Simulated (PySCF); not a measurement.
## Identify the compound

An unknown has the formula C4H4FN3. Its calculated NMR data are:

1H NMR (400 MHz, computed): δ 9.62 (m, 1H), 3.02 (s, 3H).

13C{1H} NMR (computed): δ 174.4 (C), 160.9 (CH), 156.2 (C), 19.9 (CH3).

Equivalent nuclei averaged, non-relativistic, in vacuum, one computed conformer. NMR shieldings at PBE0/pcSseg-1/GIAO; geometry: GFN2-xTB; PySCF 2.14.0 with density-fitted response routines.

Scale: 1H, 13C vs TMS (reference shieldings calculated alike).

Q: Which of these isomers gave the spectra?
A. Cc1cnc(F)nn1
B. Cc1nncnc1F
C. C=Cn1ncc(F)n1

A: B. 

- Rings plus π bonds: 4 (1 ring in the answer).
- 4 carbon signals for 4 carbons: no two carbons are equivalent.
- Carbon types of the structure: 2 × C, 1 × CH, 1 × CH3, which accounts for all hydrogens.
- δC 174.4: aromatic carbon bearing fluorine; an ipso carbon deshielded by its heteroatom.
- δC 160.9: aromatic CH between two ring heteroatoms.
- δC 156.2: substituted aromatic carbon next to a ring nitrogen.
- δC 19.9: methyl carbon on an aromatic ring; a saturated carbon with 1 carbon neighbour and no heteroatom attached.
- δH 9.62: hydrogen on an aromatic CH between two ring heteroatoms; it sits in the deshielding region of the aromatic ring current.

The others: C=Cn1ncc(F)n1 would give 4 signals for carbon-bound and other non-exchanging H, not 2; Cc1cnc(F)nn1 has carbons computed at 173.7, 163.2, 156.1, 21.3.

Splittings by 19F in the carbon and heteronuclear signals aren't shown, as no couplings were computed. Shifts are as computed. Against solution values, carbons near 30 ppm lie about +3 ppm off and those near 130 ppm about +5 ppm. Of 1211 compounds with measured shifts, 218 miss one by over three times the rms of a fit or turn the order of signals round; such compounds aren't used in these exercises. No couplings were computed; multiplicities are counted from neighbouring protons, with m where these are inequivalent, close in shift, in a saturated or five-membered ring or joined by F or P, and br s for small geminal =CH2 splittings.
